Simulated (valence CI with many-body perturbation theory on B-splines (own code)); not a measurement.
# Basis-set convergence for Sb¹¹⁺

Calculated by configuration interaction combined with many-body perturbation theory (CI+MBPT): four valence electrons over a frozen Dirac-Fock core [Kr], radial functions for each j: 7 s, 7 p, 8 d, 6 f, 4 g, 1 h, with the one-electron correlation potential Σ1 (screened to all orders), the two-electron term Σ2, the three-electron term Σ3, Breit, model QED; selected single and double excitations, second order for the rest, scaled by the run's own slope (own B-spline code, finite nucleus).

No measured levels were compared; by estimate terms of the open shell hold to 2 to 4 % of their energy, and close levels can change places. Only levels of the ground parity were solved; by the run's estimate the other parity begins above the list, which can be wrong where configurations are misplaced.

The reference run has the lowest level 4d⁴ ⁵D_0 and an ionisation energy of 239.678 eV. Its largest variational space holds 19986 state functions.

Names give the largest LS component (configuration and term), which can be under half, so a name can repeat, a term be missing and a line seem to break the LS rules; names also repeat where a configuration has a term twice. Letters in brackets count levels of one name in rising energy.

Changed runs:
A. basis 6 s, 6 p, 5 d, 5 f, 1 g
B. basis 5 s, 5 p, 4 d, 4 f

Excitation energies of the reference run in cm⁻¹, and shifts in cm⁻¹:

| Level | Reference | A | B |
| --- | --- | --- | --- |
| 4d⁴ ⁵D_1 | 3884 | -53 | -121 |
| 4d⁴ ⁵D_2 | 8141 | -76 | -166 |
| 4d⁴ ⁵D_3 | 12124 | -73 | -146 |
| 4d⁴ ⁵D_4 | 15678 | -44 | -66 |
| 4d⁴ ³P_0 [a] | 29237 | +277 | +759 |
| 4d⁴ ³H_4 | 30936 | +208 | +868 |
| 4d⁴ ³G_3 | 37244 | +224 | +962 |
| 4d⁴ ³H_5 | 37284 | +181 | +885 |
| 4d⁴ ³P_1 [a] | 38954 | +274 | +933 |
| 4d⁴ ³F_2 [a] | 39473 | +279 | +1042 |
| 4d⁴ ³H_6 | 40564 | +200 | +946 |
| 4d⁴ ³G_4 [a] | 43938 | +196 | +894 |
| Ionisation energy (eV) | 239.678 | -0.046 | -0.105 |
